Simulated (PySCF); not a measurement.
Species: InH₃.
Hydrogens: H2, H3, H4 on In1.

Method: PBE0-D3(BJ)/def2-SVP geometry optimisation, gas phase, def2 core potentials past Kr in PySCF; density fitting, grid level 1; the optimiser is geomeTRIC in internal coordinates, started from a GFN2-xTB structure with every atom displaced at random (about 0.03 Å).

Step 0: E = -5221.0229 eV
```
atom  x, y, z in Å  |  force x, y, z in eV/Å
In1     0.0619   -0.0774    0.0120   -1.013   2.045  -0.121
H2      1.7019   -0.0414    0.0070    1.278   0.093   0.035
H3     -0.8951    1.4944   -0.0437    0.553  -0.825   0.064
H4     -0.7854   -1.4661   -0.0058   -0.818  -1.313   0.022
```

Question: Estimate the geometry and energy of step 1. (The exact step hangs on the optimiser's Hessian estimate; all steps are aligned on step 0, rigid shifts and turns removed.)

Answer: E = -5221.1942 eV, largest force 0.443 eV/Å
```
atom  x, y, z in Å  |  force x, y, z in eV/Å
In1     0.0280   -0.0376   -0.0390    0.166  -0.365   0.188
H2      1.7758    0.0419    0.0243   -0.210  -0.120  -0.065
H3     -0.8313    1.4395   -0.0268   -0.187   0.294  -0.059
H4     -0.8891   -1.5343    0.0111    0.231   0.190  -0.065
```

The energy changes by -0.1712 eV. The first-order estimate −F·Δx gives -0.4811 eV and the mean of the old and new forces, exact on a quadratic surface, -0.1789 eV. The step makes an angle of 42° with the force vector and moves no atom by more than 0.125 Å.

What follows is the cost of the whole optimisation. On an Arm Neoverse V1 with one thread (shared host), this took 4.8 s of wall time and 0.22 GiB of memory at its peak.
